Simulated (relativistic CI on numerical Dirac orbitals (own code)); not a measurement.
## Ba XXVIII: q coefficients and field-shift factors

Computed by Dirac-Coulomb-Breit CI, orbitals from a KLI potential per configuration, derivatives by finite differences, unscaled Slater integrals, QED left out (own radial code, finite nucleus).

CI space (outside the closed core [Ar] 3d10): 4s, 4p, 4d, 4f, 5s, 5p, 5d, 5f. Levels of other configurations are missing.

With x = (α/α₀)² − 1 an excitation energy changes as ω = ω₀ + qx; K = 2q/ω₀ is the relative enhancement. Terms are leading LS components, so labels can repeat. The field-shift factor is F = δν/δ⟨r²⟩ for the transition from the lowest level.

Lowest level 4s 2S_1/2.

```csv
Level,ω₀ (cm⁻¹),q (cm⁻¹),F (GHz/fm²)
4p 2P°_1/2,464243,39500,-276
4p 2P°_3/2,644296,238800,-284
4d 2D_3/2,1389573,254000,-282
4d 2D_5/2,1425620,290400,-281
4f 2F°_5/2,2220011,284600,-275
4f 2F°_7/2,2225505,289900,-275
5s 2S_1/2,3258930,153200,-150
5p 2P°_1/2,3477042,169300,-273
5p 2P°_3/2,3558648,259200,-277
5d 2D_3/2,3903962,266000,-276
5d 2D_5/2,3920928,283100,-276
5f 2F°_5/2,4267928,281100,-273
5f 2F°_7/2,4271530,284600,-273
```

At this charge energies of transitions that change n are usually good to better than 1 %, and those within a shell (Δn = 0) to a few per cent.

Question: Which transition from the lowest level has the largest |K|?

Answer: 4p 2P°_3/2 at 644296 cm⁻¹, K = 0.741.
